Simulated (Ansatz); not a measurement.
`CS[SiH2]CF` and `CC[SiH2]SC` differ in one atom or group.

Ansatz, PBE0-D4/def2-TZVP geometries, multiplicity 1. Each molecule was computed in one conformer, which needn't be the lowest.

| property | `CS[SiH2]CF` |
| --- | --- |
| LUMO energy (ωB97M-V/def2-TZVPP) / eV | 2.01 |
| size of the dipole moment (ωB97M-V/def2-TZVPP) / D | 0.60 |
| HOMO energy (PBE/def2-TZVPP) / eV | -5.74 |
| LUMO energy (PBE/def2-TZVPP) / eV | -0.73 |
| LUMO energy (B3LYP/def2-TZVPP) / eV | -0.03 |
| HOMO–LUMO gap (B3LYP/def2-TZVPP) / eV | 6.70 |

Q: What does the change do to each property? (An estimate is asked.)

A: Ansatz gave: 
| property | `CC[SiH2]SC` | shift |
| --- | --- | --- |
| LUMO energy (ωB97M-V/def2-TZVPP) / eV | 2.14 | 0.13 |
| size of the dipole moment (ωB97M-V/def2-TZVPP) / D | 1.87 | 1.27 |
| HOMO energy (PBE/def2-TZVPP) / eV | -5.58 | 0.16 |
| LUMO energy (PBE/def2-TZVPP) / eV | -0.42 | 0.31 |
| LUMO energy (B3LYP/def2-TZVPP) / eV | 0.22 | 0.25 |
| HOMO–LUMO gap (B3LYP/def2-TZVPP) / eV | 6.76 | 0.06 |

With PBE0 the HOMO rises by 0.18 eV and the LUMO rises by 0.28 eV, so the gap widens by about 0.10 eV. PBE moves the HOMO by 0.16 eV and ωB97M-V by 0.18 eV. Dipoles are sizes alone; their direction can turn.

Positive LUMOs are unbound, so they and the gaps depend on the basis.

B3LYP here is the variant with VWN-RPA as its local correlation; programs differ in this.
